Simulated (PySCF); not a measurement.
Mapped SMILES: `[CH2:1]=[CH:2][SiH:3]([NH2:4])[NH2:5]`. Each H is labelled by its parent atom. Ha(C1) is cis to Si3; Hb(C1) is trans to Si3.

Geometry: PBE0-D3(BJ)/def2-SVP; GIAO shifts from PySCF 2.14, gas phase, non-relativistic, averaged over equivalent atoms.

At PBE0/pcSseg-0 (65 basis functions, 4.9 s wall time on 1 thread of an Arm Neoverse V1, shared host):
| atoms | δ (ppm) |
| --- | --- |
| C1 | 149.3 |
| C2 | 147.4 |
| Si3 | -37.0 |
| N4/N5 | 5.8 |
| Ha(C1) | 6.82 |
| Hb(C1) | 6.62 |
| H(C2) | 6.20 |
| H(Si3) | 5.84 |
| H(N4)/H(N5) | -0.41 |

Scale: TMS for 13C (σ = 193.52 ppm) and 29Si (σ = 348.52 ppm) and 1H (σ = 32.83 ppm); 15N (σ = 266.02 ppm) against NH3 (reference shieldings calculated alike).

Question: Predict the values at BLYP/pcSseg-2 on the same geometry.

Answer: 
```json
{"atoms": "C1", "δ at BLYP/pcSseg-2": "139.7", "change": "-9.6"}
{"atoms": "C2", "δ at BLYP/pcSseg-2": "152.9", "change": "+5.5"}
{"atoms": "Si3", "δ at BLYP/pcSseg-2": "-41.3", "change": "-4.3"}
{"atoms": "N4/N5", "δ at BLYP/pcSseg-2": "26.7", "change": "+20.9"}
{"atoms": "Ha(C1)", "δ at BLYP/pcSseg-2": "6.41", "change": "-0.41"}
{"atoms": "Hb(C1)", "δ at BLYP/pcSseg-2": "6.17", "change": "-0.45"}
{"atoms": "H(C2)", "δ at BLYP/pcSseg-2": "6.37", "change": "+0.17"}
{"atoms": "H(Si3)", "δ at BLYP/pcSseg-2": "5.21", "change": "-0.63"}
{"atoms": "H(N4)/H(N5)", "δ at BLYP/pcSseg-2": "0.32", "change": "+0.73"}
```

Referencing at the same level of theory: 13C (175.01 ppm), 29Si (309.66 ppm), 1H (31.38 ppm) against TMS; 15N (257.55 ppm) against NH3.

The largest change is at N4/N5 (nitrogen bonded to Si, 2 H). Cost: 299 basis functions, 44 s wall time on 1 thread of an Arm Neoverse V2, shared host.

Experimental scales use liquid or dissolved standards, which lie at an offset from isolated NH3 (liquid NH3: subtract about 20 ppm).
